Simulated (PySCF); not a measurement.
Computed IR spectrum (relative IR intensity) of a molecule C4H4OSe. The structure is a stationary point at PBE-D3(BJ)/def2-SVP. The values are those of a single conformer. These are PySCF with PBE-D3(BJ)/def2-SVP values and carry that method's errors. Frequencies are harmonic and unscaled.

| ν (cm⁻¹) | relative intensity |
|---|---|
| 89 | 4.0 |
| 409 | 4.8 |
| 546 | 2.5 |
| 667 | 3.3 |
| 759 | 3.6 |
| 820 | 6.4 |
| 851 | 16 |
| 1106 | 4.7 |
| 1140 | 55 |
| 1335 | 9.5 |
| 1353 | 2.3 |
| 1627 | 25 |
| 1810 | 100 |

Problem. Which molecule gave these data?
A) Oc1cc[se]c1
B) C1=C[Se]C=CO1
C) Oc1ccc[se]1
D) C=C1[Se]CC1=O

Solution. D, C=C1[Se]CC1=O
